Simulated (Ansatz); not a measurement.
CH₆FN₃Si, SMILES `N[SiH2]/N=C(/N)F` from Hartree–Fock to CCSD(T)

| atom | x (Å) | y (Å) | z (Å) |
| --- | --- | --- | --- |
| N1 | -2.5125 | -0.2017 | -0.4760 |
| Si2 | -1.2405 | 0.3935 | 0.5053 |
| N3 | 0.3120 | 0.2996 | -0.2370 |
| C4 | 1.4125 | -0.1089 | 0.1681 |
| N5 | 2.5636 | -0.1995 | -0.5326 |
| F6 | 1.6360 | -0.5766 | 1.4254 |
| H7 | -2.7247 | 0.2484 | -1.3521 |
| H8 | -2.6621 | -1.1958 | -0.5409 |
| H9 | -1.3016 | -0.3823 | 1.7719 |
| H10 | -1.4955 | 1.8357 | 0.7447 |
| H11 | 3.4260 | -0.3563 | -0.0445 |
| H12 | 2.5868 | 0.2438 | -1.4321 |

Charge 0, multiplicity 1. The geometry is a stationary point of PBE0-D4/def2-TZVP. It is one conformer, not always the lowest. Frozen core, restricted reference, the Gaussian-basis code of Ansatz. CBS rows extrapolate triple and quadruple zeta; past MP2 they add the triple-zeta difference.

```csv
basis,HF (Eh),MP2 corr.,CCSD corr.,(T),CCSD(T) total
def2-SVP,-592.81319,-0.90354,-0.94605,-0.02665,-593.78589
def2-TZVPP,-593.29054,-1.14560,-1.17562,-0.04673,-594.51289
def2-QZVPP,-593.31389,-1.23439,–,–,–
CBS(def2),-593.31711,-1.30016,-1.33017,as TZ,-594.69401
```
